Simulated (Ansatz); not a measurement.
Ansatz (a first-principles code) input (PBE0/def2-TZVPD):

Ansatz 0.2 input:
```yaml
crystal:
  periodic: [false, false, false]
  atoms:
    - {symbol: Mn, position_ang: [-0.00000000, -0.00000000, -0.39540770]}
    - {symbol: O, position_ang: [0.00000000, 0.00000000, 1.23564905]}
basis:
  gaussian:
    orbitals: def2-TZVPD
hamiltonian:
  xc: {name: PBE0}
total_charge: 1
magnetization: {spin_polarized: true, initial_magnetization: 6}
```

End of the output:

```
integrals: 0.02 GiB planned
726 factors; their error is unknown
mean field: 0.30 GiB planned
mean field evaluation 1: about -33338.3656 eV, gradient 6.5e1 eV
mean field evaluation 2: about -33317.5427 eV, gradient 1.1e2 eV
mean field evaluation 4: about -33348.7571 eV, gradient 1.3e1 eV
mean field evaluation 8: about -33349.3418 eV, gradient 2.6e-2 eV
mean field evaluation 16: about -33349.5395 eV, gradient 4.6e-5 eV
mean field -33349.53953545 eV, -1225.5729727981 hartree, gradient 1.7e-5 eV, S^2 12.012968; 1 other end points of the search recorded, 0 dependent functions left out
reference -33349.53956791 eV, -1225.5729739909 hartree; 19, 13 occupied and 69, 75 virtual orbitals, 726 factors
Total energy: -33349.53956791 eV, -1225.5729739909 hartree
```

This state (charge 1, septet) is run at the relaxed geometry of the species with charge 0 and multiplicity 6.
